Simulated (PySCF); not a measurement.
## Electronic structure of Au (gold, neutral) at the UHF level

Configuration: [Xe] 4f14 5d10 6s1, 2S determinant. Calculation: PySCF 2.14, in aug-cc-pVDZ-PP with ECP60MDF (5s5p4d2f, 54 functions); a scalar-relativistic core potential.

```json
{
  "Total energy": "-134.780705 hartree",
  "One-electron energy": "-239.0673 hartree",
  "Hartree (Coulomb) energy": "116.2612 hartree",
  "Exchange energy": "-11.9747 hartree",
  "⟨S²⟩": "0.7528",
  "⟨L²⟩": "0.000",
  "Sum of ⟨r⟩": "27.65 bohr",
  "Sum of ⟨r²⟩": "51.41 bohr²",
  "Time after the integrals": "0.17 s of wall time on 1 thread of Neoverse-V2 (shared host)"
}
```

```csv
shell,electrons,mean orbital energy (hartree),"rms radius, mean of both spins (bohr)"
5s α,1,-4.66165,1.01
5s β,1,-4.66028,1.01
5p β,3,-2.72904,1.16
5p α,3,-2.72510,1.16
5d α,5,-0.45609,1.74
5d β,5,-0.44742,1.74
6s α,1,-0.29228,3.29
```

Energies and moments cover only the electrons outside the core potential. Spin-orbit coupling, which splits the p, d and f shells strongly at this Z, is absent.
